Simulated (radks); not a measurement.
Values are calculated unless marked as measured or tabulated.
Spherical quantum dot in the effective-mass picture: electrons in a well V = -V0 / (1 + exp((r - R)/a)) with V0 = 5.06, R = 4.78, a = 0.45, all in effective atomic units (hartree* = m*/eps^2 hartree, bohr* = eps/m* bohr), one dielectric constant everywhere. Level of theory: non-relativistic Kohn-Sham, LDA (Slater exchange, Perdew-Wang correlation), spin-polarised, spherical densities (a radial shooting solver with Libxc functionals). Levels are named by radial order and angular momentum (1s, 1p, 1d, 2s, ...), and open shells are averaged over m. At N = 1 the configuration is 1s(up 1, down 0). Does electron 2 go into 1p up or 1s down?

Answer. Into 1s down. The total energies of the other choices lie higher by 0.193 hartree* (1p up).
